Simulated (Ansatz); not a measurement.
Start from `F/C(=C/Cl)C[SiH3]` and change one atom or group to get `FC(F)=CCl`.

Ansatz, PBE0-D4/def2-TZVP geometries, multiplicity 1. Each molecule was computed in one conformer, which needn't be the lowest.

```tsv
property	`F/C(=C/Cl)C[SiH3]`
HOMO–LUMO gap (PBE0/def2-TZVPP) / eV	6.89
LUMO energy (ωB97M-V/def2-TZVPP) / eV	1.92
HOMO–LUMO gap (ωB97M-V/def2-TZVPP) / eV	11.05
size of the dipole moment (PBE/def2-TZVPP) / D	0.82
HOMO energy (B3LYP/def2-TZVPP) / eV	-6.76
size of the dipole moment (B3LYP/def2-TZVPP) / D	0.86
```

(1) What does the change do to each property? (Estimate.)

Results:

(1) Ansatz gave: 
```tsv
property	`FC(F)=CCl`	shift
HOMO–LUMO gap (PBE0/def2-TZVPP) / eV	7.60	0.71
LUMO energy (ωB97M-V/def2-TZVPP) / eV	2.42	0.50
HOMO–LUMO gap (ωB97M-V/def2-TZVPP) / eV	12.04	0.99
size of the dipole moment (PBE/def2-TZVPP) / D	0.90	0.08
HOMO energy (B3LYP/def2-TZVPP) / eV	-7.21	-0.45
size of the dipole moment (B3LYP/def2-TZVPP) / D	0.98	0.12
```

With PBE0 the HOMO falls by 0.46 eV and the LUMO rises by 0.25 eV, so the gap widens by about 0.71 eV. PBE moves the HOMO by -0.34 eV and ωB97M-V by -0.50 eV. Dipoles are sizes alone; their direction can turn.

B3LYP here is the variant with VWN-RPA as its local correlation; programs differ in this.
